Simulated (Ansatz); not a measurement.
One change: `O[CH2][InH][OH]` becomes `[CH3][InH][CH2]O`.

Ansatz, PBE0-D4/def2-TZVP geometries, multiplicity 1. Each molecule was computed in one conformer, which needn't be the lowest.

Elements past krypton have def2 core potentials.

```json
{"property": "LUMO energy (ωB97M-V/def2-TZVPP) / eV", "`O[CH2][InH][OH]`": "0.05"}
{"property": "HOMO–LUMO gap (PBE/def2-TZVPP) / eV", "`O[CH2][InH][OH]`": "3.64"}
{"property": "size of the dipole moment (PBE/def2-TZVPP) / D", "`O[CH2][InH][OH]`": "2.75"}
{"property": "size of the dipole moment (ωB97M-V/def2-TZVPP) / D", "`O[CH2][InH][OH]`": "3.30"}
{"property": "HOMO energy (PBE/def2-TZVPP) / eV", "`O[CH2][InH][OH]`": "-5.68"}
{"property": "size of the dipole moment (B3LYP/def2-TZVPP) / D", "`O[CH2][InH][OH]`": "3.09"}
```

(1) Give the same properties after the change, and the shifts. (Best estimate.)

Answers

(1) Computed: 
```csv
property,`[CH3][InH][CH2]O`,shift
LUMO energy (ωB97M-V/def2-TZVPP) / eV,0.02,-0.03
HOMO–LUMO gap (PBE/def2-TZVPP) / eV,3.10,-0.54
size of the dipole moment (PBE/def2-TZVPP) / D,1.25,-1.50
size of the dipole moment (ωB97M-V/def2-TZVPP) / D,1.38,-1.92
HOMO energy (PBE/def2-TZVPP) / eV,-5.18,0.50
size of the dipole moment (B3LYP/def2-TZVPP) / D,1.33,-1.76
```

Dipoles are sizes alone; their direction can turn.

Positive LUMOs are unbound, so they and the gaps depend on the basis.

B3LYP here is the variant with VWN-RPA as its local correlation; programs differ in this.
